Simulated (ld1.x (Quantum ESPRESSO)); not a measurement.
## vanadium: variants of one TM potential

Base potential:

* Element: vanadium
* Generator: ld1.x (Quantum ESPRESSO) 7.5
* Type: norm-conserving Troullier–Martins (Kleinman–Bylander form)
* Functional: PBE
* Relativity: scalar-relativistic
* Frozen core: [Ne] 3s2
* Valence charge: 11
* Reference configuration: 3p6 3d3 4s2 4p0
* Partial waves: 4s (bound): rc 1.95 bohr; 3p (bound): rc 1.35 bohr; 3d (bound): rc 2.30 bohr
* Local potential: all-electron potential smoothed inside 1.85 bohr (lloc = -1)
* Core correction: Bessel-smoothed model core inside 1.00 bohr

All-electron outer shells of the reference configuration (PBE, scalar-relativistic, ld1.x):

```tsv
shell	level (eV)	outermost node (bohr)	outermost maximum (bohr)
2p	-503.16	–	0.21
3s	-70.24	0.38	0.82
3p	-44.04	0.35	0.84
3d	-5.16	–	0.90
4s	-4.70	1.17	2.76
4p	-1.44	1.30	3.63
```

Cutoffs, loose and tight: the cutoffs (Ry, on a coarse ladder) from which the occupation-weighted sum of valence levels, in a spherical-Bessel basis at the reference potential, stays within 10 and 1 mRy of its value at 400 Ry. They do not see the model core or the augmentation charge, which bear on the density cutoff. Test errors are all-electron minus pseudo excitation energies from the reference, over the configurations 3p6 3d3 4s1 4p0; 3p6 3d3 4s0 4p0; 3p6 3d2 4s0 4p0; 3p6 3d3 4s0 4p2; 3p6 3d1 4s0 4p0; 3p6 3d3 4s1.5 4p0; 3p6 3d3 4s1 4p1. A dash means not determined; rows that change the core or the reference have their own tests.

A true bound ghost makes a file unfit for plane-wave use even where its test errors are small: the radial tests pick states by their node count and pass the ghost by.

| change | outcome | cutoff, loose | cutoff, tight | bound ghosts | largest test error (meV) |
| --- | --- | --- | --- | --- | --- |
| base | generated | 50 Ry | 90 Ry | s | +884 |
| wave 3p (bound): rc 1.35 bohr becomes 3p (bound): rc 0.92 bohr | generated | 100 Ry | 180 Ry | s | +880 |
| wave 3p (bound): rc 1.35 bohr becomes 3p (bound): rc 1.38 bohr | generated | 50 Ry | 90 Ry | s | +884 |
| wave 3p (bound): rc 1.35 bohr becomes 3p (bound): rc 1.50 bohr | generated | 50 Ry | 90 Ry | s | +885 |
| wave 3p (bound): rc 1.35 bohr becomes 3p (bound): rc 1.74 bohr | generated | 50 Ry | 90 Ry | s | +874 |
| wave 3p (bound): rc 1.35 bohr becomes 3p (bound): rc 2.02 bohr | generated | 50 Ry | 80 Ry | s | +835 |

Problem. What comes out with this change to the base: wave 3p (bound): rc 1.35 bohr becomes 3p (bound): rc 1.14 bohr?

Solution. outcome: generated; cutoff, loose: 80 Ry; cutoff, tight: 100 Ry; bound ghosts: s; largest test error (meV): +881.

Reading the sweep of the p radius (base included, trends over the rows without a ghost): Bound ghosts are found at 0.92, 1.14, 1.35, 1.38, 1.5, 1.74, 2.02 bohr. Every judged row has one, so this setting neither creates nor removes them.
